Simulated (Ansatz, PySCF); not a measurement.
The pair A = C2H4 (SMILES C=C) (first 6 atoms), B = CH4O (SMILES CO); geometry from B3LYP-D3(BJ)/def2-TZVP.
(charge 0, multiplicity 1):
```xyz
12

C      0.5947    -0.2668    -0.0486
C     -0.6463     0.2019    -0.0443
H      0.8193    -1.2824    -0.3511
H      1.4361     0.3478     0.2483
H     -0.8696     1.2185     0.2562
H     -1.4879    -0.4110    -0.3431
C      0.1533     0.4004     3.7342
O     -0.3117    -0.8102     3.1632
H      1.1900     0.6206     3.4528
H      0.1117     0.2831     4.8167
H     -0.4729     1.2570     3.4577
H     -0.2797    -0.7214     2.2024
```

Correlated levels freeze the cores.

Run with Ansatz (an electronic-structure program); PySCF for the dispersion terms. Values without a source in brackets are computed.

The monomers are drawn apart, rigid, along the line of their centres of mass. Counterpoise-corrected interaction energies (kcal/mol):

```
level                   R = 4.452 Å  R = 5.434 Å
----------------------  -----------  -----------
PBE/def2-TZVPPD             -1.1787      -0.4102
PBE-D3(BJ)/def2-TZVPPD      -1.6322      -0.5611
wB97M-V/def2-TZVPPD         -1.3999      -0.5152
CCSD(T)/aug-cc-pVDZ         -1.3077      -0.4809
```

Task: R is the distance of the centres of mass. Find the local exponent m of E ∝ R⁻ᵐ between the two points.

Result: 
m = ln(E₁/E₂)/ln(R₂/R₁): PBE/def2-TZVPPD 5.3; PBE-D3(BJ)/def2-TZVPPD 5.4; wB97M-V/def2-TZVPPD 5.0; CCSD(T)/aug-cc-pVDZ 5.0. For scale, two fixed dipoles give m = 3, dipole and quadrupole 4, quadrupoles 5, and dispersion or dipole-induced dipole 6 at long range; at these distances several terms mix, and what is left of overlap and damping shifts m, so it need not match one of them.
